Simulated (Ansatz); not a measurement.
CH3BOS can be A, `BSC=O`, or B, `OBC=S`.

Isolated molecules relaxed with PBE0-D4/def2-TZVP in Ansatz; ΔE leaves out vibrations. CCSD(T)/CBS is the MP2 limit (def2-TZVPP, def2-QZVPP) plus CCSD(T) − MP2 in def2-TZVPP, frozen cores. DFT in def2-TZVPP. B3LYP here is the variant with VWN-RPA as its local correlation; programs differ in this. Each species was taken in one conformer, which may not be the lowest.

A:

```xyz
7

B     0.0369    1.3338    0.2605
S    -0.5702    0.2576   -1.0020
C    -0.0766   -1.3447   -0.3344
O    -0.2980   -2.3716   -0.8864
H    -0.1344    2.5020    0.1176
H     0.5945    0.8726    1.2099
H     0.4479   -1.2497    0.6348
```

B:

Z-matrix (Å, degrees):
```
B
C 1 1.568
O 1 1.350 2 116.9
H 1 1.198 2 121.3 3 -180.0
S 2 1.614 1 122.4 3 179.9
H 2 1.094 1 118.8 3 -0.1
H 3 0.961 1 113.6 2 -180.0
```

**Question.** Which isomer does CCSD(T)/CBS put lower? Give the gap. (Best estimate.)

**Answer.** Ansatz gave: B, by 65.4 kJ/mol.

**Question.** Give E(B) − E(A) in kJ/mol with MP2/def2-TZVPP, CCSD(T)/def2-TZVPP, ωB97M-V, PBE0-D4, CCSD/def2-TZVPP, B3LYP, CCSD(T)/def2-SVP. (An estimate is asked.)

**Answer.** The calculation gave: MP2/def2-TZVPP -62.4, CCSD(T)/def2-TZVPP -63.2, ωB97M-V -57.0, PBE0-D4 -44.8, CCSD/def2-TZVPP -65.8, B3LYP -52.2, CCSD(T)/def2-SVP -61.3. None reverses the order clearly.

**Question.** Does the order hold for the free energy at 298.15 K (harmonic terms from PBE0-D4)? (An estimate is asked.)

**Answer.** Ansatz gave: Yes: G(B) − G(A) = -60.1 kJ/mol, for one conformer each. Modes under 60 cm⁻¹, often nearly free rotors, make the harmonic entropy too high.

Largest T1 diagnostic: 0.018.

From BLYP to BHLYP (50 % exact exchange), in def2-TZVPP and without D4, E(B) − E(A) moves by −15.3 kJ/mol. At CCSD(T), def2-SVP lies +4.1 kJ/mol from the extrapolated value and def2-TZVPP +2.2 kJ/mol.
